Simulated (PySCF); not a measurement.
## Exercise with solution: dipole moment from atomic charges

In(OH)(SH)2 (H₃InOS₂), SMILES [OH][In]([SH])[SH]. Atoms are numbered in the order given.

```xyz
7

In     0.2293    -0.0049     0.0000
O      2.2343    -0.0168     0.0000
H      2.6119     0.8741     0.0000
S     -1.0342     2.0649     0.0000
H      0.0806     2.8346     0.0000
S     -0.8241    -2.1711     0.0000
H     -2.0684    -1.6358     0.0000
```
Charge 0, spin multiplicity 1.

The structure is a stationary point at B3LYP-D3(BJ)/def2-SVP. The structure was generated by enumeration; whether it is a known compound was not checked. The def2 effective core potentials stand for the cores of In; spin–orbit coupling is left out. The values are those of a single conformer.

Charges (e) from PBE/def2-TZVP in PySCF:

| atom | ESP fit | Mulliken |
|---|---|---|
| In1 | 0.533 | 0.720 |
| O2 | -0.549 | -0.585 |
| H3 | 0.313 | 0.298 |
| S4 | -0.366 | -0.383 |
| H5 | 0.181 | 0.162 |
| S6 | -0.288 | -0.382 |
| H7 | 0.177 | 0.169 |

The dipole moment of the full density is 1.78 D.

What dipole moment does each set of point charges give, and which comes closer to that of the density?


μ = Σ q r, and 1 e Å = 4.8032 D.
ESP fit: Σ q r = (-0.023, 0.373, 0.000) e Å, |μ| = 1.80 D.
Mulliken: Σ q r = (0.011, 0.488, 0.000) e Å, |μ| = 2.34 D.
ESP fit comes closer in size. Point charges leave out the atoms' own dipoles (lone pairs, polarised bonds); fits to the potential absorb them, partitions of the density don't.
